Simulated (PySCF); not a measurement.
**SMILES C=C(C)/C(C)=C/C(F)(F)F, C7H9F3**

Cartesian coordinates in Å; atom numbers follow the order of the lines, from 1:
```xyz
19

C    -2.323    0.084    0.638
C    -1.203   -0.479    0.152
C    -1.223   -1.900   -0.334
C     0.066    0.280    0.082
C     0.074    1.695    0.581
C     1.168   -0.310   -0.423
C     2.510    0.334   -0.551
F     2.499    1.402   -1.363
F     3.000    0.758    0.624
F     3.393   -0.534   -1.055
H    -3.257   -0.480    0.688
H    -2.353    1.113    1.001
H    -2.219   -2.342   -0.206
H    -0.959   -1.964   -1.402
H    -0.501   -2.524    0.216
H    -0.218    1.731    1.641
H     1.055    2.171    0.483
H    -0.654    2.302    0.021
H     1.146   -1.336   -0.790
```

Computed, not measured: quadratic response CAM-B3LYP/aug-cc-pVDZ first hyperpolarisability, Taylor convention, gas phase in PySCF 2.14.0. Geometry: PBE0-D3(BJ)/def2-SVP.

Task: Give the tensor of the static β(0;0,0) in the axes of these coordinates.

Result: In au, Taylor convention; rows are the first index (the induced dipole):
|  | xx | yy | zz | xy | xz | yz |
| --- | --- | --- | --- | --- | --- | --- |
| x | +67.7 | +32.4 | +50.1 | -31.7 | -2.8 | +4.2 |
| y | -31.7 | +19.3 | +7.4 | +32.4 | +4.2 | -6.6 |
| z | -2.8 | -6.6 | -33.4 | +4.2 | +50.1 | +7.4 |

Norm of βᵢ = ⅓ Σⱼ (βᵢⱼⱼ + βⱼᵢⱼ + βⱼⱼᵢ): 156.3 au, hyper-Rayleigh value 61.5 au.
